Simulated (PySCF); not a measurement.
C6H8FN.
Cartesian coordinates in Å at the GFN2-xTB level; atoms count from 1:
```xyz
16
C6H8FN angstrom
N      2.707   -0.459   -2.087
C      1.908   -0.472   -1.271
C      0.891   -0.508   -0.251
C     -0.519   -0.763   -0.804
C     -1.407   -0.378    0.377
C     -0.724    0.854    0.989
C      0.735    0.826    0.507
F      0.956    1.885   -0.348
H      1.155   -1.289    0.472
H     -0.659   -1.794   -1.126
H     -0.699   -0.101   -1.652
H     -1.430   -1.194    1.102
H     -2.430   -0.167    0.070
H     -0.782    0.853    2.075
H     -1.179    1.774    0.624
H      1.470    0.942    1.311
```

Computed, not measured: TDDFT wB97X-D/def2-SVPD, vertical, gas phase, core orbitals frozen in the response (PySCF).

Frontier orbitals with the atoms that hold most of them (Löwdin shares over 4%, at most four atoms; ? is withheld):

| orbital | ε (eV) | atoms |
| --- | --- | --- |
| LUMO+2 | 2.72 | N1 14%, C2 13%, C6 9%, H13 9% |
| LUMO+1 | 2.44 | N1 15%, C2 12%, C3 8%, C7 8% |
| LUMO | ? | ? |
| HOMO | -11.07 | ? |
| HOMO-1 | -11.31 | N1 40%, C2 29%, C3 10%, H9 5% |
| HOMO-2 | -11.68 | F8 28%, C6 14%, C5 13%, C7 13% |
| HOMO-3 | -11.94 | C5 19%, C6 13%, C7 10%, H12 8% |

(1) Give the leading atoms of the LUMO.

(2) Give the leading atoms of the HOMO.

(3) What is the LUMO energy, and the HOMO–LUMO gap?

Answers

(1) H9 (bonded to C) 14%; C5 (bonded to 2 C and 2 H) 11%; C3 (bonded to 3 C and H) 9%; H12 (bonded to C) 9%. By element: hydrogen 23% or more, carbon 20% or more.

(2) N1 (bonded to C) 33%; C2 (bonded to C and N) 23%; C3 (bonded to 3 C and H) 11%; C7 (bonded to 2 C, F and H) 9%. By element: carbon 43% or more, nitrogen 33%.

(3) ε(LUMO) = 1.90 eV; the gap is 12.97 eV (0.4765 hartree).

How does S1 compare with the orbital gap of 12.97 eV?

S1 is at 7.84 eV (f = 0.0001), 5.12 eV below the gap, made of HOMO-1→LUMO+1 (25%), HOMO-1→LUMO+3 (16%), HOMO→LUMO+3 (10%). Its leading pair isn't HOMO and LUMO; the energies of that pair differ by 13.75 eV. 

Next come S2 at 8.16 eV (f 0.0062), HOMO→LUMO+3 (21%), HOMO-1→LUMO+2 (16%), HOMO→LUMO+1 (14%); S3 at 8.18 eV (f 0.0056), HOMO→LUMO+2 (21%), HOMO-1→LUMO+3 (17%), HOMO→LUMO+1 (11%); S4 at 9.02 eV (f 0.013), HOMO→LUMO (60%), HOMO→LUMO+4 (14%); S5 at 9.18 eV (f 0.021), HOMO-1→LUMO (53%), HOMO-2→LUMO (15%), HOMO-1→LUMO+4 (8%).

One conformer stands for the species.
